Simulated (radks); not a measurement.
All-electron atom: the technetium ion Tc37+ in [He] 2s1.5 2p2 3d0.5 (fractional occupations, a model configuration). Method: scalar-relativistic Kohn-Sham, r2SCAN, spin-polarised, spherical densities, finite nucleus; open shells are filled with parallel spins first (spin-orbit coupling, left out, can overturn this in heavy ions); meta-GGA in the generalised Kohn-Sham scheme; Fermi nuclear charge, rms radius 4.4112 fm; computed with a radial shooting solver on a logarithmic mesh with Libxc functionals.

Unscreened Slater integrals over Kohn-Sham orbitals (cm^-1). They are taken over the spin-up orbitals. Empty in this configuration: 3s.

integral     value
F0(3d,3d)   734210
F2(3d,3d)   384590
F4(3d,3d)   250070
F0(3d,2p)   915680
F2(3d,2p)   303410
G1(3d,2p)   297750
G3(3d,2p)   172850
F0(3d,2s)   899430
G2(3d,2s)   280740
F0(3d,1s)   952300
G2(3d,1s)   7670.0
F0(3d,3s)   644230
G2(3d,3s)   225670
F0(2p,2p)  1640100
F2(2p,2p)   785790
F0(2p,2s)  1493100
G1(2p,2s)   837020
F0(2p,1s)  2214100
G1(2p,1s)   434050
F0(2p,3s)   776260
G1(2p,3s)    82320
F0(2s,2s)  1401800
F0(2s,1s)  1967200
G0(2s,1s)   200380
F0(2s,3s)   757330
G0(2s,3s)    65613
F0(1s,1s)  6052200
F0(1s,3s)   891670
G0(1s,3s)    48604
F0(3s,3s)   594470

Derived for the open shells (J is the average intra-shell exchange parameter used in DFT+U). 2p: J = F2/5 = 157200 cm^-1. 3d: Racah B = F2/49 - 5 F4/441 = 5014 cm^-1, C = 35 F4/441 = 19850 cm^-1, C/B = 3.96, F4/F2 = 0.650, J = (F2 + F4)/14 = 45330 cm^-1.
